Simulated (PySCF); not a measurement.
# NMR parameters from quadrupole coupling constants

C2H7FO2Si2.
Cartesian coordinates in Å at the GFN2-xTB level; atoms count from 1:
```
atom  x, y, z in Å
C1    -1.269   -0.578    1.224
C2    -0.662   -0.527   -0.173
O3     0.628   -1.152   -0.150
Si4    1.925   -0.220   -0.340
F5     2.808   -0.775   -1.548
O6     1.266    1.208   -0.790
Si7   -0.362    1.267   -0.835
H8    -1.298   -1.603    1.588
H9    -0.671    0.015    1.912
H10   -2.280   -0.180    1.199
H11   -1.272   -1.141   -0.845
H12    2.752   -0.025    0.820
H13   -0.789    1.438   -2.215
H14   -0.778    2.274    0.131
```

Computed at PBE0/pcSseg-1 (PySCF, non-relativistic):

```json
{"atom": "O3", "environment": "silyl ether oxygen", "nucleus": "17O", "spin I": "5/2", "Q (b)": "-0.0256", "CQ = χzz (MHz)": "-10.078", "η": "0.342"}
{"atom": "O6", "environment": "siloxane oxygen", "nucleus": "17O", "spin I": "5/2", "Q (b)": "-0.0256", "CQ = χzz (MHz)": "-5.137", "η": "0.344"}
```

Give the quadrupolar product PQ = |CQ|√(1 + η²/3), the quadrupolar frequency νQ = 3|CQ|/[2I(2I − 1)] and the Larmor frequency ν0 = |g| × 7.62259 MHz/T × B at 21.15 T, with g(17O) = −0.75752.

```csv
atom,PQ (MHz),νQ (MHz),ν0 (MHz),νQ/ν0
O3,10.27,1.512,122.13,0.012
O6,5.237,0.771,122.13,0.006
```

For O3: PQ = 10.08 × 1.0193, νQ = 10.08 × 0.1500, ν0 = 5.7742 MHz/T × 21.15 T.

Second-order quadrupolar shift of the central transition's centre of gravity (half-integer spins, νQ < ν0/10) at 21.15 and 23.5 T.

δ = −(3/40)(PQ/ν0)² [I(I + 1) − 3/4]/[I²(2I − 1)²], in ppm:

```
     site  21.15 T  23.5 T
17O at O3    -42.4   -34.4
17O at O6      -11   -8.94
```

In the extreme-narrowing limit, with isotropic tumbling and one correlation time, the quadrupolar linewidth goes as PQ². What relative widths follow for the 17O sites?

O3 1, O6 0.26, with O3 as 1.

Quadrupolar 1/T1 and linewidth for τc = 1 ps (extreme narrowing, isotropic tumbling)?

Rate = (3π²/10) PQ² τc (2I + 3)/[I²(2I − 1)], the same for T1 and T2; width = rate/π.

```
     site  spin factor (2I + 3)/[I²(2I − 1)]  1/T1 (s⁻¹)  T1 (ms)  linewidth (Hz)
17O at O3                              0.320         100       10            31.8
17O at O6                              0.320          26     38.5            8.27
```

Geometry: GFN2-xTB, one conformer, isolated molecule. GFN2-xTB bond lengths can be off by several hundredths of an ångström, more for odd bonds, and the gradients follow them. With so small a basis the couplings can be 20 % off.
